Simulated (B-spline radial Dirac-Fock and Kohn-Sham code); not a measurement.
# Kohn-Sham estimates against Dirac-Fock for the levels of Sm³⁰⁺

System: samarium as Sm³⁰⁺ in the configuration [Ar] 3d10 4s2 4p2.

The density-functional columns are spherical, spin-unpolarised Dirac-Kohn-Sham results without Breit or QED terms: −ε is minus the orbital energy of the initial state and ΔSCF the difference of two total energies. The reference in the last column comes from Dirac-Fock energy differences between relaxed states, corrected for Breit and QED terms. All numbers are from a B-spline atomic structure program, in eV; a selection of levels is shown. The Kohn-Sham columns are given as differences from the reference. For the 1s level of heavy atoms much of the gap between ΔSCF and the reference is the Breit and QED part, -194.5 eV here; for other levels the error of the functional can be larger.

```tsv
level	LDA −ε − DF	LDA ΔSCF − DF	Dirac-Fock
K (1s)	-281.1	+182.4	47968.9
L1 (2s)	-158.9	-56.7	8857.4
L2 (2p1/2)	-121.2	+2.6	8431.4
L3 (2p3/2)	-127.6	-13.5	7833.7
M1 (3s)	-85.4	-41.9	2785.5
M2 (3p1/2)	-69.2	-23.9	2603.3
M3 (3p3/2)	-68.3	-24.9	2476.0
M4 (3d3/2)	-47.9	+0.6	2170.7
M5 (3d5/2)	-48.6	-0.8	2143.5
N1 (4s)	-17.5	+4.6	1250.4
N2,3 (4p)	-18.0	+3.6	1157.3
```

Values without a named source are computed, but for edge energies of neutral atoms, which are taken from tables.
